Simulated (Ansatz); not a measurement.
Stretching the C4–H7 bond in C2H6Se (SMILES CC[SeH]) (multiplicity 1 held, fragments rigid). Energies count from the point at 1.090 Å.
Geometry at that point (charge 0, multiplicity 1):
```xyz
9

Se    -0.5550    -0.2121     0.5536
H     -1.5261    -0.0592    -0.5427
C      1.0321    -0.2479    -0.6291
C      1.2488     1.0370    -1.4077
H      0.9338    -1.1110    -1.2841
H      1.8562    -0.4434     0.0569
H      1.3446     1.8920    -0.7383
H      0.4158     1.2333    -2.0844
H      2.1598     0.9663    -2.0093
```

Restricted levels (R-, RO-) in cc, def2 and unpolarised 6-31G sets keep to the state of the molecule at rest. Active spaces are followed from a long bond inwards. Curves can end on different states.

Cores are frozen in the correlated methods. Filled d and f shells under p-block atoms count as core.

Codes used: Ansatz (a first-principles code) with Gaussian orbitals. Each number belongs to the level named beside it.

Energies in kcal/mol.

```json
[
 {"R (Å)": "0.872", "R-HF/cc-pVDZ": "…", "CASSCF(2,2)/cc-pVDZ": "34.4", "SC-NEVPT2 on CASSCF(2,2)/cc-pVDZ": "34.4", "FIC-NEVPT4(SD) on CASSCF(2,2)/cc-pVDZ": "33.9", "FIC-MRCISD+Q on CASSCF(2,2)/cc-pVDZ": "33.8"},
 {"R (Å)": "0.981", "R-HF/cc-pVDZ": "6.2", "CASSCF(2,2)/cc-pVDZ": "7.9", "SC-NEVPT2 on CASSCF(2,2)/cc-pVDZ": "7.8", "FIC-NEVPT4(SD) on CASSCF(2,2)/cc-pVDZ": "7.5", "FIC-MRCISD+Q on CASSCF(2,2)/cc-pVDZ": "7.5"},
 {"R (Å)": "1.090", "R-HF/cc-pVDZ": "0.0", "CASSCF(2,2)/cc-pVDZ": "0.0", "SC-NEVPT2 on CASSCF(2,2)/cc-pVDZ": "0.0", "FIC-NEVPT4(SD) on CASSCF(2,2)/cc-pVDZ": "0.0", "FIC-MRCISD+Q on CASSCF(2,2)/cc-pVDZ": "0.0"},
 {"R (Å)": "1.199", "R-HF/cc-pVDZ": "…", "CASSCF(2,2)/cc-pVDZ": "2.2", "SC-NEVPT2 on CASSCF(2,2)/cc-pVDZ": "2.5", "FIC-NEVPT4(SD) on CASSCF(2,2)/cc-pVDZ": "2.7", "FIC-MRCISD+Q on CASSCF(2,2)/cc-pVDZ": "2.8"},
 {"R (Å)": "1.308", "R-HF/cc-pVDZ": "13.5", "CASSCF(2,2)/cc-pVDZ": "9.6", "SC-NEVPT2 on CASSCF(2,2)/cc-pVDZ": "10.3", "FIC-NEVPT4(SD) on CASSCF(2,2)/cc-pVDZ": "10.8", "FIC-MRCISD+Q on CASSCF(2,2)/cc-pVDZ": "10.9"},
 {"R (Å)": "1.472", "R-HF/cc-pVDZ": "32.1", "CASSCF(2,2)/cc-pVDZ": "24.6", "SC-NEVPT2 on CASSCF(2,2)/cc-pVDZ": "26.3", "FIC-NEVPT4(SD) on CASSCF(2,2)/cc-pVDZ": "27.1", "FIC-MRCISD+Q on CASSCF(2,2)/cc-pVDZ": "27.2"},
 {"R (Å)": "1.635", "R-HF/cc-pVDZ": "52.2", "CASSCF(2,2)/cc-pVDZ": "40.4", "SC-NEVPT2 on CASSCF(2,2)/cc-pVDZ": "43.2", "FIC-NEVPT4(SD) on CASSCF(2,2)/cc-pVDZ": "44.2", "FIC-MRCISD+Q on CASSCF(2,2)/cc-pVDZ": "44.4"},
 {"R (Å)": "1.908", "R-HF/cc-pVDZ": "83.8", "CASSCF(2,2)/cc-pVDZ": "63.3", "SC-NEVPT2 on CASSCF(2,2)/cc-pVDZ": "68.0", "FIC-NEVPT4(SD) on CASSCF(2,2)/cc-pVDZ": "69.1", "FIC-MRCISD+Q on CASSCF(2,2)/cc-pVDZ": "69.3"},
 {"R (Å)": "2.180", "R-HF/cc-pVDZ": "111.0", "CASSCF(2,2)/cc-pVDZ": "79.8", "SC-NEVPT2 on CASSCF(2,2)/cc-pVDZ": "86.1", "FIC-NEVPT4(SD) on CASSCF(2,2)/cc-pVDZ": "87.2", "FIC-MRCISD+Q on CASSCF(2,2)/cc-pVDZ": "87.3"},
 {"R (Å)": "2.507", "R-HF/cc-pVDZ": "137.8", "CASSCF(2,2)/cc-pVDZ": "91.4", "SC-NEVPT2 on CASSCF(2,2)/cc-pVDZ": "99.3", "FIC-NEVPT4(SD) on CASSCF(2,2)/cc-pVDZ": "100.2", "FIC-MRCISD+Q on CASSCF(2,2)/cc-pVDZ": "100.4"},
 {"R (Å)": "2.943", "R-HF/cc-pVDZ": "…", "CASSCF(2,2)/cc-pVDZ": "98.1", "SC-NEVPT2 on CASSCF(2,2)/cc-pVDZ": "107.0", "FIC-NEVPT4(SD) on CASSCF(2,2)/cc-pVDZ": "107.9", "FIC-MRCISD+Q on CASSCF(2,2)/cc-pVDZ": "107.9"},
 {"R (Å)": "3.488", "R-HF/cc-pVDZ": "189.8", "CASSCF(2,2)/cc-pVDZ": "100.4", "SC-NEVPT2 on CASSCF(2,2)/cc-pVDZ": "109.8", "FIC-NEVPT4(SD) on CASSCF(2,2)/cc-pVDZ": "110.6", "FIC-MRCISD+Q on CASSCF(2,2)/cc-pVDZ": "110.6"}
]
```

Question: What belongs in the gaps?

Answer: 
- 1.199, R-HF/cc-pVDZ: 4.0
- 0.872, R-HF/cc-pVDZ: 31.2
- 2.943, R-HF/cc-pVDZ: 165.2

Doubts at one or more of the structures used: a restricted determinant that unrestricted orbitals would lower (R-HF/cc-pVDZ).
